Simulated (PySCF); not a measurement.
# Dipole moment and polarisability of `CN[SiH2]C([SiH3])[SiH3]`

Species: C2H13NSi3.
Geometry (GFN2-xTB, Å), atoms numbered from 1 in this order:
```xyz
19
C2H13NSi3 angstrom
C      3.146    0.205    0.127
N      1.740    0.512    0.042
Si     0.624   -0.480   -0.805
C     -1.092    0.287   -0.545
Si    -2.409   -0.755   -1.424
Si    -1.507    0.592    1.283
H      3.705    0.540   -0.754
H      3.260   -0.873    0.208
H      3.582    0.672    1.012
H      1.573    1.506    0.067
H      0.741   -1.812   -0.202
H      0.899   -0.608   -2.251
H     -1.089    1.264   -1.038
H     -3.725   -0.118   -1.309
H     -2.090   -0.883   -2.849
H     -2.472   -2.095   -0.838
H     -2.835    1.214    1.392
H     -0.545    1.512    1.900
H     -1.516   -0.671    2.024
```

Level: wB97X-D/def2-SVPD (PySCF), static field, nuclei fixed, core orbitals frozen in the response. The polarisability tensor in these axes (au):

```
x   127.79   2.03   2.80
y     2.03  98.72   8.87
z     2.80   8.87 110.52
```

Q: Diagonalise the tensor; give its mean and Δα, where Δα² is half the sum of the squared differences of the eigenvalues.

A: Principal values 93.97, 114.39 and 128.68 au; mean 112.34 au = 16.65 Å³ = 18.52 × 10⁻⁴⁰ C²·m²/J; Δα = 30.21 au (27 % of the mean).

Q: What is the dipole moment, and where does it point?

A: (1.07, 1.18, -0.29) D, 1.62 D in size, pointing from the negative to the positive side. Measured along this direction, the outermost atoms are H16 at the negative end and H7 at the positive end.

Q: In a dilute gas of rigid molecules at 400 K, how does the orientational term μ²/3kT compare with the electronic polarisability?

A: In Gaussian units μ²/3kT = 15.82 Å³ against 16.65 Å³, a ratio of 0.95; the Debye molar polarisation (4π/3)N_A(α + μ²/3kT) is 81.9 cm³/mol, leaving out the vibrational part.

Q: What depolarisation ratio follows for Rayleigh scattering of linearly polarised light, taking the static tensor?

A: ρ = 3Δα²/(45ᾱ² + 4Δα²) = 2738.7/(567949 + 3651.6) = 0.00479.

Q: Along which axes do the principal values lie, and how far do the nuclei extend along each?

A: Largest value along (0.97, 0.13, 0.21), where the nuclei span 7.67 Å; middle along (-0.25, 0.45, 0.86), 4.87 Å; least along (-0.01, 0.88, -0.47), 3.14 Å. The response follows the extents in order.

Q: What would n − 1 = 2πNα be for an ideal gas of these molecules at 298.15 K and 1 atm, electronic part alone?

A: N = p/kT = 2.4615 × 10¹⁹ cm⁻³, so n − 1 = 2π × N × 16.65 × 10⁻²⁴ cm³ = 2575 × 10⁻⁶ at long wavelengths, for an ideal gas.

Geometry: GFN2-xTB, one conformer, isolated molecule.
